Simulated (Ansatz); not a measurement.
```yaml
crystal:
  periodic: [false, false, false]
  atoms:
    - {symbol: Si, position_ang: [-0.644822, 1.372465, -0.723626]}
    - {symbol: N, position_ang: [-0.041354, -0.557739, 0.158343]}
    - {symbol: Si, position_ang: [1.041114, -0.418196, 1.445659]}
    - {symbol: Ge, position_ang: [-0.469042, -1.928509, -0.673151]}
    - {symbol: H, position_ang: [-1.920573, 1.015649, -0.795928]}
    - {symbol: H, position_ang: [-0.184834, 2.260707, -0.117112]}
    - {symbol: H, position_ang: [-0.041703, 1.241743, -2.087257]}
    - {symbol: H, position_ang: [0.991064, -1.563162, 1.922665]}
    - {symbol: H, position_ang: [2.187275, 0.209127, 1.299938]}
    - {symbol: H, position_ang: [0.026458, -0.065572, 2.588781]}
    - {symbol: H, position_ang: [-1.260348, -1.171147, -2.054876]}
basis:
  gaussian: {orbitals: def2-SVPD}
total_charge: 4
hamiltonian: {xc: {name: PBE-QIDH}}
output: {forces: true}
```

```sh
$ ansatz run in.yaml --threads 4 --pin off --events-out ev --progress --plain --max-ram 10444MiB
```

It prints (some lines left out):

```
Functional definition: PBE-QIDH
  name "PBE-QIDH"
  cite "Brémond, Sancho-García, Pérez-Jiménez & Adamo, J. Chem. Phys. 141, 031101 (2014) doi:10.1063/1.4890314"
  cite "Perdew, Burke & Ernzerhof, Phys. Rev. Lett. 77, 3865 (1996) doi:10.1103/PhysRevLett.77.3865"
  parameter a = 3^(-1/3)
  parameter c = 1/3
  exchange = (1 - a)*pbe_x + a*exact_x
  correlation = (1 - c)*pbe_c + c*(mp2_os + mp2_ss)
1576 factors; integrals over basis functions are off by at most 8.6e-4 eV
mean field evaluation 1: about -73721.3056 eV, gradient 1.2e2 eV
mean field evaluation 2: about -73721.3859 eV, gradient 1.2e2 eV
mean field evaluation 4: about -73747.5066 eV, gradient 4.3e1 eV
mean field evaluation 8: about -73753.1309 eV, gradient 2.4e0 eV
mean field evaluation 16: about -73753.3581 eV, gradient 3.1e-1 eV
mean field evaluation 32: about -73753.3597 eV, gradient 9.1e-6 eV
mean field -73753.35971975 eV, -2710.3859778779 hartree, gradient 9.1e-6 eV, S^2 0.000000; 1 other end points of the search recorded, 0 dependent functions left out; unrestricted orbitals would lower it
20 core orbitals not correlated: weight in the atoms' cores, before any rotation towards them, 1.000 or more for the frozen orbitals, at most 0.000 for the correlated occupied ones
reference -73753.35973793 eV, -2710.3859785463 hartree; 15, 15 occupied and 127, 127 virtual orbitals, 1576 factors
second order -19.51056776 eV of doubles, -0.00000000 eV of singles
the calculation of the forces begins
Total energy: -73759.86326052 eV, -2710.6249785932 hartree
Atom 0 at    -0.644822     1.372465    -0.723626 Å, force    -0.840296    -6.183590    -6.234165 eV/Å
Atom 1 at    -0.041354    -0.557739     0.158343 Å, force     0.055127     4.434920     1.237874 eV/Å
Atom 2 at     1.041114    -0.418196     1.445659 Å, force     1.400534     4.693825    -1.707724 eV/Å
Atom 3 at    -0.469042    -1.928509    -0.673151 Å, force    -3.238834    -2.611862    -4.429055 eV/Å
Atom 4 at    -1.920573     1.015649    -0.795928 Å, force    -4.746286    -1.870750    -0.363998 eV/Å
Atom 5 at    -0.184834     2.260707    -0.117112 Å, force     5.171879     8.645942     7.156732 eV/Å
Atom 6 at    -0.041703     1.241743    -2.087257 Å, force     0.355837    -0.372430    -1.198557 eV/Å
Atom 7 at     0.991064    -1.563162     1.922665 Å, force    -0.595066    -7.926459     4.303043 eV/Å
Atom 8 at     2.187275     0.209127     1.299938 Å, force     3.760857     3.190294    -0.580838 eV/Å
Atom 9 at     0.026458    -0.065572     2.588781 Å, force    -1.490368    -0.124394     1.862135 eV/Å
Atom 10 at    -1.260348    -1.171147    -2.054876 Å, force     0.166615    -1.875495    -0.045446 eV/Å
Dipole moment:    -0.020226     0.732875     0.379460 e Å
```

Q: What is wrong with this run?

A: The charge is far from anything that the molecule holds. The run converged. The result belongs to that input, not to the molecule as meant.
